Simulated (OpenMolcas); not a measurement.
# Co4+: CASPT2 settings compared

* Program: OpenMolcas 26.06
* Basis: ANO-RCC-VQZP [7s6p4d3f2g1h]
* Scalar Hamiltonian: DKH3, point nucleus
* Active space: 5 electrons in 5 orbitals (3d)
* State averaging: 2S+1 = 6 even, 1 root; 2S+1 = 4 even, 24 roots; 2S+1 = 2 even, 45 roots
* Spin-orbit coupling: state interaction with AMFI integrals over the reference wave functions, term energies averaged over their components

Methods on the same reference wave functions:
A. CASSCF
B. SS-CASPT2, IPEA 0.2 Eh, no level shift (closed shells correlated: 3s 3p)
C. SS-CASPT2, IPEA 0.5 Eh, sigma2 regulariser 0.4 Eh (closed shells correlated: 3s 3p)
D. SS-CASPT2, IPEA 0.15 Eh, no level shift (closed shells correlated: none)

Energies in cm-1 above 3d5 6S 5/2, the measured ground level; measured values from Sugar and Corliss, J. Phys. Chem. Ref. Data 10, 1097 (1981).

```
      Level      A      B      C      D  Measured
 3d5 6S 5/2    0.0    0.0    0.0    0.0       0.0
 3d5 4G 5/2  42464  38410  38460  40180          
 3d5 4G 7/2  42507  38460  38510  40230          
3d5 4G 11/2  42515  38470  38530  40240     37218
 3d5 4G 9/2  42531  38490  38540  40260          
 3d5 4P 5/2  48840  42340  42520  44000     40753
 3d5 4P 3/2  48954  42460  42640  44100     40891
 3d5 4P 1/2  49116  42630  42820  44240     41024
 3d5 4D 7/2  52754  46090  46210  48730     44709
 3d5 4D 1/2  52891  46240  46360  48870     44908
 3d5 4D 3/2  53014  46360  46490  48960          
 3d5 4D 5/2  53048  46400  46520  48980          
3d5 2I 11/2  60468  56210  56320  58390          
3d5 2I 13/2  60568  56330  56440  58510
```

Deviations, from unrounded energies. A percentage is the sum of absolute deviations over the sum of measured energies, with the sign that they share, or ± where signs differ.

```json
{"Against measurement": "mean absolute deviation (cm-1)", "Levels": "6", "A": "7600", "B": "1500", "C": "1600", "D": "3400"}
{"Against measurement": "other terms of the ground configuration (%)", "Levels": "6", "A": "+18.3", "B": "+3.5", "C": "+3.8", "D": "+8.3"}
```

B lies closest to measurement on these levels and A furthest from it. The largest miss of B in the table is 3d5 4P 1/2, by +1600 cm-1. The ranking rests on the paired levels alone, and a cruder setting can come out closer through cancelling errors.

Among B to D the level of the table that moves most is 3d5 4D 7/2, by 2600 cm-1 (lowest in B, highest in D). Moves below CASPT2's spread within the term are not significant.

From A to B the spin-free energies of the other terms of 3d5 shown, above 6S, scale by factors of 0.87 to 0.93, as is usual when dynamic correlation screens the repulsion within a d or f shell.

The lowest spin-free term lies below A's lowest term by 0.432 hartree in B, 0.423 hartree in C, 0.075 hartree in D.

CASPT2 does not keep the components of a term degenerate, so their means are used; among the terms shown or strongly mixed into the levels shown the widest spread is 260 cm-1 (3d5 2I, C). Without dynamic correlation excited terms often stand tens of per cent too high (terms of higher spin than the ground term too low), and those without a measured partner can miss by more than the paired ones (holds for A). Measured partners are found by configuration, term and J. A level has none where our copy of the source lacks it or the pairing is in doubt (some pairs that miss far off the trend of their configuration count as doubtful), and it then counts in no deviation. Only configurations of the active space appear. Levels that lie high or do not pair safely by name in every column are left out.
